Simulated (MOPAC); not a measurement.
MOPAC input (AM1):

```
AM1 PRECISE GNORM=0.05 LET XYZ CHARGE=1 GEO-OK AUX(PRECISION=9) THREADS=1
C3H9O

C    -1.94067000 1   -0.20121400 1   -0.31648900 1
C    -0.62923600 1   -0.04730200 1    0.46914400 1
C     0.51162900 1    0.04847100 1   -0.49660400 1
O     1.82473000 1    0.25090000 1    0.33402400 1
H    -1.93813200 1   -1.10196100 1   -0.93088600 1
H    -2.12156000 1    0.66026300 1   -0.95969800 1
H    -2.76997800 1   -0.27577600 1    0.38432700 1
H    -0.66563900 1    0.85062300 1    1.08836200 1
H    -0.49501400 1   -0.91382600 1    1.12395200 1
H     0.50525300 1    0.94365500 1   -1.11189200 1
H     0.68600500 1   -0.84917200 1   -1.08515400 1
H     2.64514600 1    0.25645500 1   -0.19366800 1
H     1.90573600 1   -0.37718900 1    1.07615800 1
```

Output:

```
 *******************************************************************************
 **                                                                           **
 **                              MOPAC v23.2.5                                **
 **                                                                           **
 *******************************************************************************
 ** MOPAC's Digital Object Identifier: https://doi.org/10.5281/zenodo.6511958 **
 **                                                                           **
 ** Please cite the open-source release paper for use of this MOPAC version:  **
 ** J. E. Moussa and J. J. P. Stewart (2026)                                  **
 ** MOPAC: An open-source semiempirical molecular orbital program             **
 ** J. Open Source Softw., 11(119), 8025, https://doi.org/10.21105/joss.08025 **
 *******************************************************************************

                              AM1 CALCULATION RESULTS

 *******************************************************************************
 *  AM1        - The AM1 Hamiltonian to be used
 *  GEO-OK     - OVERRIDE INTERATOMIC DISTANCE AND OTHER SAFETY CHECKS
 *
 *
 *
 *                 CHARGE ON SYSTEM = +1
 *
 *
 *
 *  LET        - OVERRIDE SOME SAFETY CHECKS
 *  PRECISE    - TIGHTER CRITERIA TO BE USED
 *  XYZ        - CARTESIAN COORDINATE SYSTEM TO BE USED
 *  GNORM      - EXIT WHEN GRADIENT NORM DROPS BELOW 0.050
 *  AUX        - OUTPUT AUXILIARY INFORMATION
 *******************************************************************************
AM1 PRECISE GNORM=0.05 LET XYZ CHARGE=1 GEO-OK AUX(PRECISION=9) THREADS=1
 C3H9O

   ATOM   CHEMICAL          X               Y               Z
  NUMBER   SYMBOL      (ANGSTROMS)     (ANGSTROMS)     (ANGSTROMS)

     1       C         -1.94067000  *  -0.20121400  *  -0.31648900  *
     2       C         -0.62923600  *  -0.04730200  *   0.46914400  *
     3       C          0.51162900  *   0.04847100  *  -0.49660400  *
     4       O          1.82473000  *   0.25090000  *   0.33402400  *
     5       H         -1.93813200  *  -1.10196100  *  -0.93088600  *
     6       H         -2.12156000  *   0.66026300  *  -0.95969800  *
     7       H         -2.76997800  *  -0.27577600  *   0.38432700  *
     8       H         -0.66563900  *   0.85062300  *   1.08836200  *
     9       H         -0.49501400  *  -0.91382600  *   1.12395200  *
    10       H          0.50525300  *   0.94365500  *  -1.11189200  *
    11       H          0.68600500  *  -0.84917200  *  -1.08515400  *
    12       H          2.64514600  *   0.25645500  *  -0.19366800  *
    13       H          1.90573600  *  -0.37718900  *   1.07615800  *

          CARTESIAN COORDINATES

    NO.       ATOM           X           Y           Z

     1         C         -1.9407     -0.2012     -0.3165
     2         C         -0.6292     -0.0473      0.4691
     3         C          0.5116      0.0485     -0.4966
     4         O          1.8247      0.2509      0.3340
     5         H         -1.9381     -1.1020     -0.9309
     6         H         -2.1216      0.6603     -0.9597
     7         H         -2.7700     -0.2758      0.3843
     8         H         -0.6656      0.8506      1.0884
     9         H         -0.4950     -0.9138      1.1240
    10         H          0.5053      0.9437     -1.1119
    11         H          0.6860     -0.8492     -1.0852
    12         H          2.6451      0.2565     -0.1937
    13         H          1.9057     -0.3772      1.0762

  H: (AM1): M.J.S. DEWAR ET AL, J. AM. CHEM. SOC. 107 3902-3909 (1985)
  C: (AM1): M.J.S. DEWAR ET AL, J. AM. CHEM. SOC. 107 3902-3909 (1985)
  O: (AM1): M.J.S. DEWAR ET AL, J. AM. CHEM. SOC. 107 3902-3909 (1985)

           Empirical Formula: C3 H9 O  =    13 atoms

      MOLECULAR POINT GROUP   :   C1

      RHF CALCULATION, NO. OF DOUBLY OCCUPIED LEVELS = 13

          Geometry optimization using EF

          DIAGONAL MATRIX USED AS START HESSIAN

 CYCLE:     1  GRAD.:    91.021 HEAT:  123.1550
 CYCLE:     2  GRAD.:   224.746 HEAT:  132.5385
 CYCLE:     3  GRAD.:   144.259 HEAT:  130.6538
 CYCLE:     4  GRAD.:   157.994 HEAT:  125.5974
 CYCLE:     5  GRAD.:   147.754 HEAT:  128.8183
 CYCLE:     6  GRAD.:   139.876 HEAT:  125.2427
 CYCLE:     7  GRAD.:   141.929 HEAT:  128.4348
 CYCLE:     8  GRAD.:   148.090 HEAT:  126.4919
 CYCLE:     9  GRAD.:   175.178 HEAT:  130.2994
 CYCLE:    10  GRAD.:   125.438 HEAT:  124.7009
 CYCLE:    11  GRAD.:   125.550 HEAT:  127.1582
 CYCLE:    12  GRAD.:   167.968 HEAT:  127.7068
 CYCLE:    13  GRAD.:   156.496 HEAT:  126.5967
 CYCLE:    14  GRAD.:   128.681 HEAT:  125.7160
 CYCLE:    15  GRAD.:   124.581 HEAT:  125.7986
 CYCLE:    16  GRAD.:   218.484 HEAT:  133.1952
 CYCLE:    17  GRAD.:   102.729 HEAT:  123.0001
 CYCLE:    18  GRAD.:   224.371 HEAT:  136.7793
 CYCLE:    19  GRAD.:   166.381 HEAT:  131.2016
 CYCLE:    20  GRAD.:   219.783 HEAT:  132.3359
 CYCLE:    21  GRAD.:   283.606 HEAT:  141.7686
 CYCLE:    22  GRAD.:   175.576 HEAT:  129.8990
 CYCLE:    23  GRAD.:    79.113 HEAT:  120.8330
 CYCLE:    24  GRAD.:    45.540 HEAT:  119.3901
 CYCLE:    25  GRAD.:   110.018 HEAT:  122.8790
 CYCLE:    26  GRAD.:    12.885 HEAT:  118.7259
 CYCLE:    27  GRAD.:     9.943 HEAT:  118.6926
 CYCLE:    28  GRAD.:     0.716 HEAT:  118.6551
 CYCLE:    29  GRAD.:     0.604 HEAT:  118.6536
 CYCLE:    30  GRAD.:     1.143 HEAT:  118.6494
 CYCLE:    31  GRAD.:     1.253 HEAT:  118.6441
 CYCLE:    32  GRAD.:     1.247 HEAT:  118.6387
 CYCLE:    33  GRAD.:     1.662 HEAT:  118.6290
 CYCLE:    34  GRAD.:     0.831 HEAT:  118.6237
 CYCLE:    35  GRAD.:     0.533 HEAT:  118.6199
 CYCLE:    36  GRAD.:     0.483 HEAT:  118.6185
 CYCLE:    37  GRAD.:     0.422 HEAT:  118.6175
 CYCLE:    38  GRAD.:     0.373 HEAT:  118.6167
 CYCLE:    39  GRAD.:     0.302 HEAT:  118.6160
 CYCLE:    40  GRAD.:     0.224 HEAT:  118.6156
 CYCLE:    41  GRAD.:     0.196 HEAT:  118.6154
 CYCLE:    42  GRAD.:     0.099 HEAT:  118.6153
 CYCLE:    43  GRAD.:     0.091 HEAT:  118.6153
 CYCLE:    44  GRAD.:     0.136 HEAT:  118.6152
 CYCLE:    45  GRAD.:     0.223 HEAT:  118.6150
 CYCLE:    46  GRAD.:     0.314 HEAT:  118.6147
 CYCLE:    47  GRAD.:     0.253 HEAT:  118.6143
 CYCLE:    48  GRAD.:     0.119 HEAT:  118.6141
 CYCLE:    49  GRAD.:     0.082 HEAT:  118.6141
 CYCLE:    50  GRAD.:     0.040 HEAT:  118.6141

     GRADIENT =  0.03980 IS LESS THAN CUTOFF =  0.05000

 -------------------------------------------------------------------------------
 AM1 PRECISE GNORM=0.05 LET XYZ CHARGE=1 GEO-OK AUX(PRECISION=9) THREADS=1
 C3H9O

     GEOMETRY OPTIMISED USING EIGENVECTOR FOLLOWING (EF).
     SCF FIELD WAS ACHIEVED

                              AM1 CALCULATION
                                                       MOPAC v23.2.5 Linux

          FINAL HEAT OF FORMATION =        118.61407 KCAL/MOL =     496.28126 KJ/MOL

          COSMO AREA              =        110.73 SQUARE ANGSTROMS
          COSMO VOLUME            =         94.52 CUBIC ANGSTROMS

          GRADIENT NORM           =          0.03980          =       0.01104 PER ATOM
          IONIZATION POTENTIAL    =         16.233496 EV
          HOMO LUMO ENERGIES (EV) =        -16.233 -5.608
          NO. OF FILLED LEVELS    =         13
          MOLECULAR WEIGHT        =         61.1035         POINT GROUP:  C1

          MOLECULAR DIMENSIONS (Angstroms)

            Atom       Atom       Distance
            H    12    H     7     5.39964
            H     8    H     5     2.89674
            H    10    H     9     2.79371

          SCF CALCULATIONS        =         51

   ATOM   CHEMICAL          X               Y               Z
  NUMBER   SYMBOL      (ANGSTROMS)     (ANGSTROMS)     (ANGSTROMS)

     1       C         -1.91033127  *  -0.19324416  *  -0.30496067  *
     2       C         -0.61406976  *  -0.06700875  *   0.46381790  *
     3       C          0.52783457  *   0.04569143  *  -0.50821174  *
     4       O          1.78061371  *   0.29460269  *   0.32483048  *
     5       H         -1.90404442  *  -1.10000073  *  -0.95714208  *
     6       H         -2.08889261  *   0.70866054  *  -0.93949648  *
     7       H         -2.75764307  *  -0.28626446  *   0.41995241  *
     8       H         -0.65165023  *   0.84346158  *   1.12256806  *
     9       H         -0.47815974  *  -0.96585908  *   1.12433585  *
    10       H          0.50205954  *   0.97519483  *  -1.13897690  *
    11       H          0.71569083  *  -0.88297404  *  -1.10333382  *
    12       H          2.59341054  *   0.07695377  *  -0.20484250  *
    13       H          1.78378536  *  -0.30010940  *   1.12372571  *

                             CARTESIAN COORDINATES

   1    C       -1.910331273    -0.193244163    -0.304960668
   2    C       -0.614069759    -0.067008755     0.463817904
   3    C        0.527834570     0.045691434    -0.508211742
   4    O        1.780613713     0.294602691     0.324830476
   5    H       -1.904044415    -1.100000726    -0.957142081
   6    H       -2.088892611     0.708660540    -0.939496477
   7    H       -2.757643069    -0.286264457     0.419952411
   8    H       -0.651650230     0.843461578     1.122568058
   9    H       -0.478159744    -0.965859083     1.124335849
  10    H        0.502059537     0.975194827    -1.138976898
  11    H        0.715690832    -0.882974040    -1.103333823
  12    H        2.593410536     0.076953770    -0.204842499
  13    H        1.783785364    -0.300109401     1.123725707

           Empirical Formula: C3 H9 O  =    13 atoms

      MOLECULAR POINT GROUP   :   C1

                  EIGENVALUES
 -46.77570 -39.80333 -32.58723 -28.16331 -26.06650 -24.76380 -22.71940 -20.53466
 -19.45917 -18.17902 -17.85896 -16.63982 -16.23350  -5.60849  -2.61947  -2.18107
  -1.81443  -1.64309  -1.42233  -0.62908  -0.36982  -0.05455   0.64838   0.67292
   1.13923

              NET ATOMIC CHARGES AND DIPOLE CONTRIBUTIONS

  ATOM NO.   TYPE          CHARGE      No. of ELECS.   s-Pop       p-Pop
    1          C          -0.218196        4.2182     1.22566     2.99254
    2          C          -0.212534        4.2125     1.22661     2.98593
    3          C           0.002673        3.9973     1.28841     2.70892
    4          O          -0.137354        6.1374     1.79439     4.34296
    5          H           0.099488        0.9005     0.90051
    6          H           0.104043        0.8960     0.89596
    7          H           0.129384        0.8706     0.87062
    8          H           0.134902        0.8651     0.86510
    9          H           0.113817        0.8862     0.88618
   10          H           0.176645        0.8234     0.82335
   11          H           0.142034        0.8580     0.85797
   12          H           0.333217        0.6668     0.66678
   13          H           0.331880        0.6681     0.66812
 DIPOLE           X         Y         Z       TOTAL
 POINT-CHG.     4.845    -0.478     0.011     4.869
 HYBRID         0.726    -0.557     0.100     0.920
 SUM            5.571    -1.035     0.111     5.667

          ATOMIC ORBITAL ELECTRON POPULATIONS

     Atom    s        px        py        pz
    1  C   1.22566   0.92700   1.04632   1.01922
    2  C   1.22661   0.93887   1.06719   0.97986
    3  C   1.28841   0.72336   1.07691   0.90864
    4  O   1.79439   1.32860   1.65947   1.35489
    5  H   0.90051
    6  H   0.89596
    7  H   0.87062
    8  H   0.86510
    9  H   0.88618
   10  H   0.82335
   11  H   0.85797
   12  H   0.66678
   13  H   0.66812

 **********************
 *                    *
 * JOB ENDED NORMALLY *
 *                    *
 **********************

 == MOPAC DONE ==
```

The dipole moment of an ion depends on the origin.

The geometry given is a B3LYP-D3(BJ)/def2-TZVP minimum.
